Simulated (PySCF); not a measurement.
# A single-point calculation

[Lu(HCN)]3+ (singlet in the valence; each metal's 4f electrons, 14 of them, lie in its core potential, out of spins and levels). PySCF 2.14.0, RKS PBE0, Lu lcecp-1-SVP with ECP60, N def2-SVP, C def2-SVP, H def2-SVP; non-relativistic Hamiltonian with scalar-relativistic core potentials where named; density fitting; no spin-orbit coupling. Purpose: finer grid at the relaxed geometry.

```python
mol = gto.M(atom='''
Lu     0.00000    -0.00000    -0.19744
N      0.00000     0.00000     1.94734
C     -0.00000     0.00000     3.11424
H     -0.00000    -0.00000     4.23257''',
    basis={'Lu': 'lcecp-1-SVP', 'N': 'def2-SVP', 'C': 'def2-SVP', 'H': 'def2-SVP'},
    ecp={'Lu': 'lcecp-1-SVP'},
    charge=3, spin=0)
mf = dft.RKS(mol, xc='PBE0')
mf.grids.atom_grid = (75, 302)  # f atoms: unpruned, at least (60, 302)
mf = mf.density_fit()  # fitting sets: Lu AutoAux, N def2-universal-JKFIT, C def2-universal-JKFIT, H def2-universal-JKFIT
mf.conv_tol = 1e-09; mf.max_cycle = 55
mf.kernel(dm0)  # dm0: converged density of the relaxed state
mf.nuc_grad_method().kernel()
```

Run from Python with OMP_NUM_THREADS=2; the lines above give its settings. Where DIIS fails, smearing, a level shift and second-order steps follow.
It took 11 s on 2 threads of Intel(R) Xeon(R) Processor @ 2.50GHz (Skylake/Cascade Lake) (shared host), with gradient, populations and further properties, from an already converged density.

(1) Where do the frontier levels lie, over both spins?

(2) What are the Mulliken charges and spins?

(3) What forces act on the atoms (eV/Å)?

An lcecp potential fixes the number of 4f electrons, so in runs with it no electron can move into or out of that shell.

Results:

(1) HOMO -27.47 eV, LUMO -20.10 eV. The 4f levels lie in the core potential and are missing.

(2) 
```tsv
atom	charge (e)	spin (e)
Lu1	2.456	0.000
N2	-0.167	0.000
C3	0.385	0.000
H4	0.326	0.000
```

(3) 
```
Lu  0.00 0.00 0.00
N   0.00 0.00 0.00
C   0.00 0.00 0.00
H   0.00 0.00 0.00
```
Forces carry noise of the integration grid, about 0.01 to 0.03 eV/Å.
